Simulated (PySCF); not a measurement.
Two species compared at the same levels of theory.

First species: C₆H₉NO₂Si.
Atom-mapped SMILES: `[O:1]=[C:2]([CH2:3][O:4][SiH3:5])[n:6]1[cH:7][cH:8][cH:9][cH:10]1` (hydrogens: H11, H12 on C3; H13, H14, H15 on Si5; H16 on C7; H17 on C8; H18 on C9; H19 on C10)

Structure used (GFN2-xTB), in Å, numbered top down from 1:
```
atom  x, y, z in Å
O1    -0.1910   -1.3928   -2.2059
C2    -0.0713   -0.9287   -1.0984
C3     1.2042   -1.1147   -0.2794
O4     1.6753    0.1020    0.2033
Si5    3.1730    0.5019    0.6936
N6    -1.0827   -0.2174   -0.4932
C7    -2.2757    0.0826   -1.1254
C8    -3.0596    0.7745   -0.2652
C9    -2.3339    0.9102    0.9534
C10   -1.1363    0.2970    0.7864
H11    0.9892   -1.7970    0.5562
H12    1.9389   -1.5972   -0.9326
H13    4.1495    0.2783   -0.3730
H14    2.9159    1.8955    1.0089
H15    3.5681   -0.3055    1.8527
H16   -2.4368   -0.2346   -2.1356
H17   -4.0438    1.1520   -0.4591
H18   -2.6767    1.4059    1.8401
H19   -0.3161    0.1972    1.4657
```

Second species: C8H9NSi.
Geometry (GFN2-xTB, Å), atoms numbered from 1 in this order:
```
atom  x, y, z in Å
C1     4.7278    0.3607    0.0105
C2     3.5613    0.3860    0.2792
C3     2.1543    0.4096    0.5837
Si4    1.1026   -0.3067   -0.8339
C5    -0.7077   -0.2074   -0.2864
C6    -1.7588   -0.6500   -1.0839
C7    -3.0577   -0.5471   -0.6182
C8    -3.2708   -0.0004    0.6379
C9    -2.1637    0.4147    1.3627
N10   -0.9250    0.3150    0.9187
H11    5.7533    0.3460   -0.2087
H12    1.9754   -0.1606    1.4978
H13    1.8490    1.4387    0.7843
H14    1.4502   -1.7100   -1.0976
H15    1.2768    0.4674   -2.0705
H16   -1.5479   -1.0685   -2.0563
H17   -3.8902   -0.8862   -1.2194
H18   -4.2661    0.1012    1.0429
H19   -2.2726    0.8488    2.3496
```

Levels: PBE0/pcSseg-1 for dipole moment, HOMO energy, LUMO energy and HOMO–LUMO gap; GFN2-xTB for rotational constant A and rotational constant C. Geometries: GFN2-xTB. All species are isolated and taken at one optimised geometry, non-relativistic unless stated. Electronic properties by PySCF.

The conformers computed, where there is a choice (atom-mapped SMILES and torsion angles):
- `[O:1]=[C:2]([CH2:3][O:4][SiH3:5])[n:6]1[cH:7][cH:8][cH:9][cH:10]1`: O1–C2–C3–O4 129°, C2–C3–O4–Si5 -158°, O1–C2–N6–C7 -4°
- `[CH:1]#[C:2][CH2:3][SiH2:4][c:5]1[cH:6][cH:7][cH:8][cH:9][n:10]1`: C2–C3–Si4–C5 180°, C3–Si4–C5–C6 180°

(1) Which of the two has the higher HOMO energy, and by how much?

(2) Which of the two has the higher HOMO–LUMO gap, and by how much?

(3) Which of the two has the higher rotational constant A, and by how much?

(4) Which has the higher rotational constant C?

(5) Which has the higher LUMO energy?

(6) Which has the higher dipole moment?

## Answers

(1) The first: -6.60 eV against -7.15 eV, a difference of 0.55 eV.

(2) The second: 6.09 eV against 5.43 eV, a difference of 0.66 eV.

(3) The second: 3.961 GHz against 2.146 GHz, a difference of 1.815 GHz.

(4) The first: 0.551 GHz against 0.470 GHz, a difference of 0.081 GHz.

(5) The second: -1.06 eV against -1.17 eV, a difference of 0.11 eV.

(6) The second: 3.04 D against 2.69 D, a difference of 0.35 D.

On the first: In atomic units the dipole is 1.06 e·bohr (1 au = 2.5417 D).

On the second: The dipole equals about 10.2 × 10⁻³⁰ C·m (1 D = 3.33564 × 10⁻³⁰ C·m).
